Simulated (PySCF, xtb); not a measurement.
tert-butylarsine (C₄H₁₁As), SMILES CC(C)(C)[AsH2].

Harmonic wavenumbers (cm⁻¹) from GFN2-xTB (xtb 6.7.1) at its own minimum, in rising order: 138, 218, 229, 238, 264, 265, 285, 383, 384, 532, 723, 730, 859, 960, 966, 967, 1014, 1031, 1031, 1190, 1231, 1233, 1403, 1404, 1424, 1484, 1485, 1489, 1502, 1502, 1503, 1909, 1917, 2974, 2979, 2981, 2982, 2986, 2989, 2996, 2997, 2999.

What does PBE0-D3(BJ)/def2-SVP (PySCF) give at its own minimum? (Estimate from the structure and the level; the computed values follow.)

155, 231, 247, 251, 284, 293, 294, 380, 382, 543, 735, 749, 845, 953, 955, 957, 994, 1037, 1037, 1196, 1245, 1251, 1381, 1381, 1405, 1447, 1452, 1454, 1472, 1475, 1483, 2199, 2213, 3030, 3034, 3038, 3121, 3123, 3125, 3142, 3144, 3152. Paired by order, the mean absolute difference is 51 cm⁻¹ and the zero-point energies are 84.0 and 86.2 kcal/mol.
